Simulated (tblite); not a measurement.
Parent: `[CH3:1][Si:2]([CH3:3])([CH3:4])[CH2:5][PH2:6]` with Si2–C5–P6–H 75° and 167°, C4H13PSi.

The geometries are computed with GFN2-xTB (gas phase). One conformer each, not checked by frequencies here.

```tsv
coordinate of the parent	value
C1–Si2	1.907 Å
Si2–C3	1.905 Å
Si2–C4	1.908 Å
Si2–C5	1.921 Å
C5–P6	1.853 Å
C1–Si2–C3	110.1°
C1–Si2–C4	109.8°
C1–Si2–C5	109.3°
C3–Si2–C4	111.0°
C3–Si2–C5	108.2°
C4–Si2–C5	108.4°
Si2–C5–P6	111.4°
```

Question: How does the shared frame change in `[CH:1]#[C:2][PH:3][CH2:4][Si:5]([CH3:6])([CH3:7])[CH3:8]` with C2–P3–C4–Si5 170°, C6H13PSi? Atoms pair as C1 = C7, Si2 = Si5, C3 = C8, C4 = C6, C5 = C4, P6 = P3 (parent first).

Answer: 
| parent | relative | value in the relative | change |
| --- | --- | --- | --- |
| C1–Si2 | C7–Si5 | 1.907 Å | 0.000 |
| Si2–C3 | Si5–C8 | 1.905 Å | 0.000 |
| Si2–C4 | Si5–C6 | 1.906 Å | -0.002 |
| Si2–C5 | Si5–C4 | 1.919 Å | -0.002 |
| C5–P6 | C4–P3 | 1.856 Å | +0.003 |
| C1–Si2–C3 | C7–Si5–C8 | 109.9° | -0.2 |
| C1–Si2–C4 | C7–Si5–C6 | 110.2° | +0.4 |
| C1–Si2–C5 | C7–Si5–C4 | 109.5° | +0.2 |
| C3–Si2–C4 | C8–Si5–C6 | 110.8° | -0.2 |
| C3–Si2–C5 | C8–Si5–C4 | 108.2° | 0.0 |
| C4–Si2–C5 | C6–Si5–C4 | 108.2° | -0.2 |
| Si2–C5–P6 | Si5–C4–P3 | 111.6° | +0.2 |

No shared bond changes by more than 0.004 Å. Bonds of the relative outside the shared frame: C1≡C2 1.203, C2–P3 1.768 Å.
